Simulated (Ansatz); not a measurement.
`N[SiH2]O[Si](N)(O)O` and `CO[Si](N)(O)O` differ in one atom or group.

Ansatz, PBE0-D4/def2-TZVP geometries, multiplicity 1. Each molecule was computed in one conformer, which needn't be the lowest.

```
                                          property  `N[SiH2]O[Si](N)(O)O`
           HOMO–LUMO gap (ωB97M-V/def2-TZVPP) / eV                  12.02
             LUMO energy (ωB97M-V/def2-TZVPP) / eV                   1.88
             HOMO–LUMO gap (B3LYP/def2-TZVPP) / eV                   7.54
size of the dipole moment (ωB97M-V/def2-TZVPP) / D                   2.39
                LUMO energy (PBE0/def2-TZVPP) / eV                   0.44
               HOMO–LUMO gap (PBE/def2-TZVPP) / eV                   5.77
```

Problem. What does the change do to each property? (Estimate.)

Solution. The calculation gave: 
```tsv
property	`CO[Si](N)(O)O`	shift
HOMO–LUMO gap (ωB97M-V/def2-TZVPP) / eV	12.01	-0.01
LUMO energy (ωB97M-V/def2-TZVPP) / eV	2.08	0.20
HOMO–LUMO gap (B3LYP/def2-TZVPP) / eV	7.55	0.01
size of the dipole moment (ωB97M-V/def2-TZVPP) / D	1.43	-0.96
LUMO energy (PBE0/def2-TZVPP) / eV	0.67	0.23
HOMO–LUMO gap (PBE/def2-TZVPP) / eV	5.79	0.02
```

With PBE0 the HOMO rises by 0.18 eV and the LUMO rises by 0.23 eV, so the gap widens by about 0.05 eV. PBE moves the HOMO by 0.18 eV and ωB97M-V by 0.21 eV. Dipoles are sizes alone; their direction can turn.

B3LYP here is the variant with VWN-RPA as its local correlation; programs differ in this.
